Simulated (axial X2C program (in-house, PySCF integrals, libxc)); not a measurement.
**Which molecule has these constants?**

Computed with an axial X2C code built on PySCF integrals, spin-free (one-electron X2C) or two-component (2c: spin–orbit coupling with atomic mean-field Coulomb and Gaunt terms, which also bring small scalar terms), in Dyall basis sets with cores contracted in-house; open shells are unrestricted.

A two-component PBE0 calculation in a Dyall 3-zeta basis gave Re = 2.805 Å, ωe = 276.7 cm⁻¹, De = 0.70 eV, dipole magnitude 3.71 D, Ω = 1/2.

Problem. Which molecule is it?
A. LiPb
B. PbH
C. KPb

Solution. A. The others have PbH 1.847 Å and 1556.5 cm⁻¹ (Ω = 1/2); KPb 3.498 Å and 95.4 cm⁻¹ (Ω = 1/2).

Each entry is the lowest single determinant of a limited PBE0 search at one distance. De goes to single-determinant-based atoms at the same level (for ions the charge split of lowest energy) and is withheld (n/a) where an atom does not fit its ground term or J level. Main or longest-lived isotopes. One determinant is a doubtful description, or other states lie close, for LiPb, KPb; these need not be ground states, and all values refer to the states named. The functionals have no current term, which raises determinants with orbital currents.
